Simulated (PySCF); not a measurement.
Working out the electron affinity of Bi

Bi⁻ [Xe] 4f14 5d10 6s2 6p4 (3P) → Bi [Xe] 4f14 5d10 6s2 6p3 (4S). Calculation: PySCF 2.14, in aug-cc-pVTZ-PP with ECP60MDF (6s5p4d2f, 55 functions); a scalar-relativistic core potential. Frozen: 5s2 5p6 5d10. Energies in hartree (1 hartree = 27.21139 eV):

| part | Bi⁻ (lower) | Bi (upper) |
| --- | --- | --- |
| UHF | -213.587194 | -213.594298 |
| MP2 opposite-spin | -0.057668 | -0.036046 |
| MP2 same-spin | -0.018285 | -0.014729 |

What does Hartree-Fock give?

(-213.594298) − (-213.587194) = -0.007104 hartree = -0.193 eV.

What do MP2 and SCS-MP2 (6/5 opposite-spin, 1/3 same-spin) give?

The opposite-spin parts differ by 0.588 eV and the same-spin parts by 0.097 eV. MP2: -0.193 + (0.588) + (0.097) = 0.492 eV. SCS-MP2: -0.193 + 1.2 × (0.588) + (0.097)/3 = 0.545 eV.

Reference: 0.942 eV (measured; photodetachment measurements, as compiled on the Wikipedia data page of electron affinities), between the lowest levels; spin-orbit coupling is absent from the calculation.

What remains against the reference includes basis incompleteness, the frozen core and correlation beyond second order.
